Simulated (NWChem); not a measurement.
# Lowest excitation of GeSe

```xyz
2

Ge     0.0000     0.0000     1.1173
Se     0.0000     0.0000    -1.0516
```
Charge 0, spin multiplicity 1.

Program: NWChem. The geometry was optimised at PBE/def2-SVP, a minimum by its harmonic frequencies.

Basis set: def2-SVPD.

```tsv
method	lowest vertical singlet excitation energy (eV)	relative cost	difference from EOM-CCSD
EOM-CCSD	3.57	1	0.00
TD-PBE	3.34	under 3	-0.23
TDA-BHandHLYP	3.33	under 3	-0.24
CIS	3.57	4	0.00
TD-B3LYP	3.27	4	-0.31
```

The values span 0.31 eV, from TD-B3LYP (lowest) to EOM-CCSD (highest). The cost column gives rough processor time relative to EOM-CCSD; each entry includes its own SCF.

The Hamiltonian is non-relativistic. The correlated methods keep 18 core orbitals frozen. B3LYP has NWChem's definition, with VWN1-RPA local correlation. The structure started from a generated list of species. Differences from the coupled-cluster row are differences between methods, not errors against experiment.
